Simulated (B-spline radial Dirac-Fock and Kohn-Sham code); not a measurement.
**Kohn-Sham estimates against Dirac-Fock for the levels of Pb³⁶⁺**

System: lead as Pb³⁶⁺, [Kr] 4d10.

The density-functional columns are spherical, spin-unpolarised Dirac-Kohn-Sham results without Breit or QED terms: −ε is minus the orbital energy of the initial state and ΔSCF the difference of two total energies. The reference in the last column comes from Dirac-Fock energy differences between relaxed states, corrected for Breit and QED terms. All numbers are from a radial atomic solver, in eV; a selection of levels is shown. For the 1s level of heavy atoms much of the gap between ΔSCF and the reference is the Breit and QED part, -494.9 eV here; for other levels the error of the functional can be larger.

| level | LDA −ε | LDA ΔSCF | Dirac-Fock |
| --- | --- | --- | --- |
| K (1s) | 89296.8 | 89965.2 | 89481.2 |
| L1 (2s) | 17157.8 | 17303.7 | 17358.0 |
| L2 (2p1/2) | 16544.5 | 16726.2 | 16687.6 |
| L3 (2p3/2) | 14359.1 | 14513.5 | 14525.1 |
| M1 (3s) | 5220.1 | 5278.9 | 5336.8 |
| M2 (3p1/2) | 4944.0 | 5006.1 | 5039.7 |
| M3 (3p3/2) | 4450.7 | 4507.7 | 4545.0 |
| M4 (3d3/2) | 3995.5 | 4060.8 | 4066.2 |
| M5 (3d5/2) | 3890.5 | 3954.1 | 3962.9 |
| N1 (4s) | 2165.5 | 2196.6 | 2225.6 |
| N2 (4p1/2) | 2045.1 | 2076.4 | 2093.6 |
| N3 (4p3/2) | 1899.5 | 1928.9 | 1948.1 |
| N4 (4d3/2) | 1704.5 | 1734.6 | 1732.9 |
| N5 (4d5/2) | 1674.6 | 1704.2 | 1703.5 |

For the outermost level NIST gives 1704 ± 5 eV (theoretical); the differences from it are LDA −ε -29.37, LDA ΔSCF +0.19, Dirac-Fock -0.45 eV.

Values without a named source are computed, but for edge energies of neutral atoms, which are taken from tables.
